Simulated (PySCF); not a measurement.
Species: C3H8GeO2S.
Cartesian coordinates in Å at the PBE0-D3(BJ)/def2-SVP level; atoms count from 1:
```
atom  x, y, z in Å
C1     2.3131   -0.5194   -0.6152
S2     2.1351    1.2794   -0.8629
Ge3   -0.0068    1.4706   -0.4425
O4    -0.8630    0.0664   -1.1600
C5    -1.7207   -0.4868   -0.1839
C6    -1.1158   -0.2320    1.2002
O7    -0.5577    1.0632    1.2145
H8     3.2570   -0.8095   -1.0951
H9     2.3608   -0.7657    0.4541
H10    1.4808   -1.0529   -1.0928
H11   -0.5061    2.8616   -0.8432
H12   -2.7231   -0.0204   -0.2494
H13   -1.8374   -1.5663   -0.3742
H14   -1.8851   -0.3041    1.9863
H15   -0.3377   -0.9895    1.4206
```

Linear response at CAM-B3LYP/def2-SVPD (PySCF, frozen core in the response, non-relativistic). Relativistic effects, spin–orbit coupling among them, are left out although an element past zinc is present.

Static isotropic polarisability: 89.85 au (13.31 Å³), principal values 73.8, 91.8, 104.0 au.

What is the polarisability at 1064 nm and at the sodium D line?

90.65 au at 1064 nm (+0.9 %), 92.54 au at 589.3 nm (+3.0 %). The rise at 589.3 nm is 3.37 times that at 1064 nm; a pure ω² law gives 3.26. The lowest singlet lies at 222 nm, shorter than both wavelengths.

What is the isotropic C6 coefficient between two such molecules, C6 = (3/π)∫α(iω)² dω?

3219 au (Eh·bohr⁶) by a ten-point quadrature over imaginary frequencies, which is 1920 eV·Å⁶ or 186 J·nm⁶/mol.

Which effective excitation energy ω̄ makes London's formula C6 = (3/4)α²ω̄ exact here?

ω̄ = 4·C6/(3α²) = 0.532 Eh = 14.5 eV. A one-pole form α(ω) = α/(1 − ω²/ω̄²) fitted to the 1064 nm value gives 12.4 eV.

How many electrons N does the Slater–Kirkwood formula C6 = (3/4)·√N·α^(3/2) need to give this C6?

N = (4·C6/3)²/α³ = 25.4; the species has 90 electrons in all.

How anisotropic is the static polarisability, by Δα² = ½[(α1 − α2)² + (α2 − α3)² + (α3 − α1)²]?

Δα = 26.3 au, or 0.29 of the isotropic value.

What molar refraction at the D line follows from R = (4π/3)·N_A·α′, with α′ the polarisability volume?

α′ = 13.71 Å³ gives R = 34.59 cm³/mol, for isolated, non-vibrating species.

The run took about 1.7 min of CPU time (one thread, shared machine). This is the whole response run at CAM-B3LYP/def2-SVPD, SCF included.

One conformer stands for the species.
